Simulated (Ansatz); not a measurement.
Method: PBE-D3(BJ)/def2-SVP run with Ansatz (an electronic-structure program). No frequencies were computed at this level.

Ansatz 0.2 input:
```yaml
crystal:
  periodic: [false, false, false]
  atoms:
    - { symbol: O, position_ang: [-3.806224, -0.257836, -0.310397] }
    - { symbol: C, position_ang: [-3.056786, 0.50606, 0.229084] }
    - { symbol: C, position_ang: [-1.608069, 0.253912, 0.539238] }
    - { symbol: C, position_ang: [-1.136967, -1.104851, 0.026817] }
    - { symbol: C, position_ang: [0.33711, -1.320245, 0.356818] }
    - { symbol: C, position_ang: [1.204131, -0.210564, -0.237966] }
    - { symbol: Si, position_ang: [3.057015, -0.490694, 0.122072] }
    - { symbol: C, position_ang: [0.725031, 1.144097, 0.282652] }
    - { symbol: C, position_ang: [-0.746625, 1.376781, -0.052194] }
    - { symbol: H, position_ang: [-3.400993, 1.513217, 0.547022] }
    - { symbol: H, position_ang: [-1.509556, 0.289394, 1.632661] }
    - { symbol: H, position_ang: [-1.746384, -1.894044, 0.471421] }
    - { symbol: H, position_ang: [-1.284535, -1.145097, -1.054637] }
    - { symbol: H, position_ang: [0.656568, -2.290428, -0.029236] }
    - { symbol: H, position_ang: [0.464533, -1.339125, 1.442617] }
    - { symbol: H, position_ang: [1.053376, -0.219197, -1.324217] }
    - { symbol: H, position_ang: [3.829969, 0.587351, -0.496855] }
    - { symbol: H, position_ang: [3.27394, -0.481317, 1.570486] }
    - { symbol: H, position_ang: [3.460634, -1.783507, -0.431151] }
    - { symbol: H, position_ang: [0.857293, 1.185658, 1.366929] }
    - { symbol: H, position_ang: [1.323979, 1.946048, -0.15474] }
    - { symbol: H, position_ang: [-0.87463, 1.390471, -1.137344] }
    - { symbol: H, position_ang: [-1.0728, 2.343921, 0.338393] }
basis:
  gaussian: { orbitals: def2-svp }
hamiltonian:
  xc: pbe
  dispersion: d3bj
relax:
  max_steps: 150
```

Output:

```
Functional definition: PBE
2257 factors; their error is unknown
mean field evaluation 1: about -17368.2595 eV, gradient 8.3e1 eV
mean field evaluation 2: about -17325.8944 eV, gradient 1.6e2 eV
mean field evaluation 4: about -17385.4286 eV, gradient 1.7e1 eV
mean field evaluation 8: about -17386.0188 eV, gradient 3.3e-1 eV
mean field evaluation 16: about -17385.8877 eV, gradient 3.8e-4 eV
mean field -17385.88774005 eV, -638.9195898688 hartree, gradient 3.3e-5 eV, S^2 0.000000; 0 other end points of the search recorded, 0 dependent functions left out
reference -17385.88778273 eV, -638.9195914374 hartree; 39, 39 occupied and 161, 161 virtual orbitals, 2257 factors
relax step   1: F+E_penalty+E_count = -17386.55810726 eV  Δ(F+E_penalty+E_count) = +0.000e0 eV  max|allowed force component| = 9.897e-1 eV/Å  Δτ_max = 0.0000 Å  (31 SCF iters, accepted)
these checks for a lower state are left out or cut short: starts, cluster_reference, orbital_swaps, neighbouring_geometries, increment
2257 factors; their error is unknown
mean field -17386.05881337 eV, -638.9258766974 hartree, gradient 1.6e-5 eV, S^2 0.000000; 0 other end points of the search recorded, 0 dependent functions left out
reference -17386.05885645 eV, -638.9258782807 hartree; 39, 39 occupied and 161, 161 virtual orbitals, 2257 factors
relax step   2: F+E_penalty+E_count = -17386.72001608 eV  Δ(F+E_penalty+E_count) = -1.619e-1 eV  max|allowed force component| = 2.937e-1 eV/Å  Δτ_max = 0.0598 Å  (32 SCF iters, accepted)
these checks for a lower state are left out or cut short: starts, cluster_reference, orbital_swaps, neighbouring_geometries, increment
2257 factors; their error is unknown
mean field evaluation 32: about -17386.0617 eV, gradient 3.6e-4 eV
mean field -17386.06168623 eV, -638.9259822731 hartree, gradient 1.1e-5 eV, S^2 0.000000; 0 other end points of the search recorded, 0 dependent functions left out
reference -17386.06172956 eV, -638.9259838654 hartree; 39, 39 occupied and 161, 161 virtual orbitals, 2257 factors
relax step   3: F+E_penalty+E_count = -17386.72039845 eV  Δ(F+E_penalty+E_count) = -3.824e-4 eV  max|allowed force component| = 5.874e-1 eV/Å  Δτ_max = 0.0714 Å  (31 SCF iters, accepted)
these checks for a lower state are left out or cut short: starts, cluster_reference, orbital_swaps, neighbouring_geometries, increment
2257 factors; their error is unknown
mean field -17386.05389199 eV, -638.9256958400 hartree, gradient 1.7e-5 eV, S^2 0.000000; 0 other end points of the search recorded, 0 dependent functions left out
reference -17386.05393536 eV, -638.9256974337 hartree; 39, 39 occupied and 161, 161 virtual orbitals, 2257 factors
relax step   4: F+E_penalty+E_count = -17386.71251289 eV  Δ(F+E_penalty+E_count) = +7.886e-3 eV  max|allowed force component| = 3.123e-1 eV/Å  Δτ_max = 0.0603 Å  (30 SCF iters, rejected (line search))
these checks for a lower state are left out or cut short: starts, cluster_reference, orbital_swaps, neighbouring_geometries, increment
2257 factors; their error is unknown
mean field -17386.07584487 eV, -638.9265025934 hartree, gradient 1.6e-5 eV, S^2 0.000000; 0 other end points of the search recorded, 0 dependent functions left out
reference -17386.07588814 eV, -638.9265041838 hartree; 39, 39 occupied and 161, 161 virtual orbitals, 2257 factors
relax step   5: F+E_penalty+E_count = -17386.73483839 eV  Δ(F+E_penalty+E_count) = -1.444e-2 eV  max|allowed force component| = 1.209e-1 eV/Å  Δτ_max = 0.0300 Å  (31 SCF iters, accepted)
these checks for a lower state are left out or cut short: starts, cluster_reference, orbital_swaps, neighbouring_geometries, increment
2257 factors; their error is unknown
mean field -17386.07589821 eV, -638.9265045539 hartree, gradient 1.6e-5 eV, S^2 0.000000; 0 other end points of the search recorded, 0 dependent functions left out
reference -17386.07594147 eV, -638.9265061435 hartree; 39, 39 occupied and 161, 161 virtual orbitals, 2257 factors
relax step   6: F+E_penalty+E_count = -17386.73522552 eV  Δ(F+E_penalty+E_count) = -3.871e-4 eV  max|allowed force component| = 4.943e-2 eV/Å  Δτ_max = 0.0091 Å  (34 SCF iters, accepted)
these checks for a lower state are left out or cut short: starts, cluster_reference, orbital_swaps, neighbouring_geometries, increment
2257 factors; their error is unknown
mean field -17386.07597975 eV, -638.9265075503 hartree, gradient 1.6e-5 eV, S^2 0.000000; 0 other end points of the search recorded, 0 dependent functions left out
reference -17386.07602300 eV, -638.9265091398 hartree; 39, 39 occupied and 161, 161 virtual orbitals, 2257 factors
relax step   7: F+E_penalty+E_count = -17386.73533464 eV  Δ(F+E_penalty+E_count) = -1.091e-4 eV  max|allowed force component| = 6.219e-3 eV/Å  Δτ_max = 0.0059 Å  (34 SCF iters, accepted)
2257 factors; their error is unknown
mean field evaluation 64: about -17386.2042 eV, gradient 4.5e-1 eV
mean field -17386.07597975 eV, -638.9265075503 hartree, gradient 2.7e-5 eV, S^2 0.000000; 1 other end points of the search recorded, 0 dependent functions left out
reference -17386.07602300 eV, -638.9265091398 hartree; 39, 39 occupied and 161, 161 virtual orbitals, 2257 factors
Total energy: -17386.73537789 eV, -638.9507399850 hartree
Atom 0 at    -3.847728    -0.266774    -0.301198 Å, force     0.001866     0.000016     0.003650 eV/Å
Atom 1 at    -3.091299     0.511102     0.244509 Å, force    -0.006219     0.001178    -0.002026 eV/Å
Atom 2 at    -1.624599     0.252807     0.523673 Å, force     0.001618    -0.003934    -0.000143 eV/Å
Atom 3 at    -1.152522    -1.117388     0.032170 Å, force     0.004914    -0.002266    -0.000637 eV/Å
Atom 4 at     0.334877    -1.341830     0.333857 Å, force    -0.000168    -0.004002     0.000600 eV/Å
Atom 5 at     1.217382    -0.212396    -0.236808 Å, force     0.000447     0.000166     0.001395 eV/Å
Atom 6 at     3.063986    -0.491344     0.133979 Å, force     0.001444    -0.000630    -0.000596 eV/Å
Atom 7 at     0.731978     1.165263     0.257781 Å, force    -0.002547     0.000835     0.003089 eV/Å
Atom 8 at    -0.754904     1.392894    -0.048426 Å, force    -0.004734     0.001573    -0.000937 eV/Å
Atom 9 at    -3.453001     1.531409     0.588451 Å, force    -0.001156     0.003984    -0.000162 eV/Å
Atom 10 at    -1.526741     0.302587     1.637608 Å, force    -0.001197    -0.002466    -0.003028 eV/Å
Atom 11 at    -1.775962    -1.916153     0.483223 Å, force    -0.000315     0.001739     0.000913 eV/Å
Atom 12 at    -1.330116    -1.178791    -1.063756 Å, force     0.000763     0.002511     0.001879 eV/Å
Atom 13 at     0.657136    -2.326088    -0.066625 Å, force     0.000682     0.001440    -0.000368 eV/Å
Atom 14 at     0.479402    -1.395536     1.437537 Å, force     0.000442     0.000316    -0.000992 eV/Å
Atom 15 at     1.124199    -0.230962    -1.348737 Å, force     0.001016     0.000183    -0.001457 eV/Å
Atom 16 at     3.897779     0.599333    -0.486553 Å, force    -0.000133    -0.000086     0.000366 eV/Å
Atom 17 at     3.298838    -0.481773     1.623276 Å, force    -0.000534    -0.000127    -0.000829 eV/Å
Atom 18 at     3.517002    -1.819494    -0.413128 Å, force    -0.000156     0.000304     0.000663 eV/Å
Atom 19 at     0.888083     1.236006     1.358649 Å, force    -0.000010    -0.000657    -0.001194 eV/Å
Atom 20 at     1.337145     1.978941    -0.195078 Å, force    -0.000357    -0.000457    -0.000966 eV/Å
Atom 21 at    -0.901235     1.435181    -1.150977 Å, force     0.001365    -0.001388     0.000999 eV/Å
Atom 22 at    -1.089690     2.373011     0.354045 Å, force     0.002968     0.001769    -0.000217 eV/Å
Dipole moment:     0.261367     0.245454     0.152057 e Å
```

Cost: very roughly 70 core-seconds.
